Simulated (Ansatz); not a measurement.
System: trichloro(fluoro)silane, sum formula SiCl3F (charge 0, singlet). 
Coordinates optimised at B3LYP-D3(BJ)/def2-TZVP (Ansatz, an electronic-structure program):
SMILES: F[Si](Cl)(Cl)Cl
```xyz
5

F     -0.0314     0.1450     1.8211
Si    -0.0042     0.0195     0.2456
Cl     1.8899    -0.4127    -0.3259
Cl    -0.6010     1.7864    -0.5439
Cl    -1.2687    -1.4665    -0.2965
```
Charge 0, spin multiplicity 1.

Basis-set convergence of Hartree-Fock and CCSD(T) correlation energies (hartree) with Ansatz. Correlated levels leave the core frozen unless marked. Spin-orbit coupling is left out. Non-relativistic.

```
basis        functions        E(HF)  E(corr, CCSD(T))
-----------  ---------  -----------  ----------------
cc-pV(D+d)Z        106  -1767.11712          -0.74035
cc-pV(T+d)Z        186  -1767.22681          -1.00698
cc-pV(Q+d)Z        311  -1767.25120          -1.10147
cc-pV(5+d)Z        491  -1767.25595          -1.13406
```

Extrapolating the two largest sets (X = 4 and 5) as X^-3: E(corr) = (125·(-1.13406) - 64·(-1.10147))/61 = -1.1683 Eh, an estimate of the basis-set limit. The largest set recovers 97.1 % of it, the smallest 63.4 %.
